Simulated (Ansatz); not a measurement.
`[OH][Al]1[CH2][CH2]1`. The species carries charge 0 and has multiplicity 1. Geometry: relaxed with PBE0-D4/def2-TZVP. It is one conformer, not always the lowest.

```xyz
9

O    -2.541    0.502   -0.073
Al   -0.881    0.204   -0.043
C     0.910    0.614   -0.471
C     0.701   -0.737    0.395
H    -3.190   -0.063    0.343
H     1.340    0.442   -1.457
H     1.482    1.383    0.047
H     1.016   -1.643   -0.122
H     1.162   -0.703    1.381
```

Problem. What is the dipole moment at r2SCAN/def2-TZVPP? (Best estimate.)

Solution. Computed: 1.56 D, with components (-1.20, -0.79, 0.61) D in this frame, pointing from negative to positive charge.

Problem. And with PBE, B3LYP, ωB97M-V? (An estimate is asked.)

Solution. Computed: PBE 1.47 D, B3LYP 1.58 D, ωB97M-V 1.66 D.

Problem. Give the Mulliken charges with r2SCAN, B3LYP, ωB97M-V in def2-TZVPP. (Estimate.)

Solution. Ansatz gave: 
```json
{"atom": "O1", "r2SCAN": "-0.40", "B3LYP": "-0.37", "ωB97M-V": "-0.36"}
{"atom": "Al2", "r2SCAN": "0.60", "B3LYP": "0.48", "ωB97M-V": "0.53"}
{"atom": "C3", "r2SCAN": "-0.29", "B3LYP": "-0.28", "ωB97M-V": "-0.33"}
{"atom": "C4", "r2SCAN": "-0.31", "B3LYP": "-0.30", "ωB97M-V": "-0.35"}
{"atom": "H5", "r2SCAN": "0.19", "B3LYP": "0.18", "ωB97M-V": "0.17"}
{"atom": "H6", "r2SCAN": "0.05", "B3LYP": "0.07", "ωB97M-V": "0.09"}
{"atom": "H7", "r2SCAN": "0.05", "B3LYP": "0.07", "ωB97M-V": "0.09"}
{"atom": "H8", "r2SCAN": "0.05", "B3LYP": "0.07", "ωB97M-V": "0.09"}
{"atom": "H9", "r2SCAN": "0.05", "B3LYP": "0.07", "ωB97M-V": "0.09"}
```

B3LYP here is the variant with VWN-RPA as its local correlation; programs differ in this.
